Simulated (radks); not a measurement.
Q: Coulomb parameter of the 4d shell of the molybdenum ion Mo3+ in the model configuration [Kr] 4d2 5p1, as a second difference U = [E(n + 0.25) + E(n - 0.25) - 2 E(n)] / (0.25)^2 with all orbitals relaxed. "Bare": the charge of the atom changes with n. "Screened": the 5p shell takes up the change at fixed total charge, which measures U(4d,4d) + U(5p,5p) - 2 U(4d,5p). Method: scalar-relativistic Kohn-Sham, LDA (Slater exchange, Perdew-Wang correlation), spin-unpolarised, spherical densities, point nucleus; computed with a radial shooting solver on a logarithmic mesh with Libxc functionals. Estimate both.

A: U(bare) = 13.079 eV, U(screened by 5p) = 2.359 eV, against the Slater integral F0(4d,4d) = 15.828 eV with frozen orbitals.
